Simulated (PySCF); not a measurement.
Working out the excitation energy of Cl²⁺

Cl²⁺ [Ne] 3s2 3p3 (4S) → Cl²⁺ [Ne] 3s1 3p4 (4P). Computed with PySCF 2.14 in ANO-RCC-VTZP (5s4p2d1f, 34 functions), with scalar relativity by spin-free X2C-1e. Frozen: 1s2. Energies in hartree (1 hartree = 27.21139 eV):

| part | Cl²⁺ (lower) | Cl²⁺ (upper) |
| --- | --- | --- |
| UHF | -459.634815 | -459.156198 |
| CCSD correlation | -0.134326 | -0.154070 |
| (T) | -0.003589 | -0.007829 |

Q: What does Hartree-Fock give?

A: (-459.156198) − (-459.634815) = 0.478617 hartree = 13.024 eV.

Q: What do CCSD and CCSD(T) give?

A: The CCSD correlation energies differ by -0.019744 hartree = -0.537 eV and the triples by -0.004240 hartree = -0.115 eV, so CCSD gives 12.487 eV and CCSD(T) 12.372 eV.

The coupled-cluster amplitudes are large, so a single reference is strained.
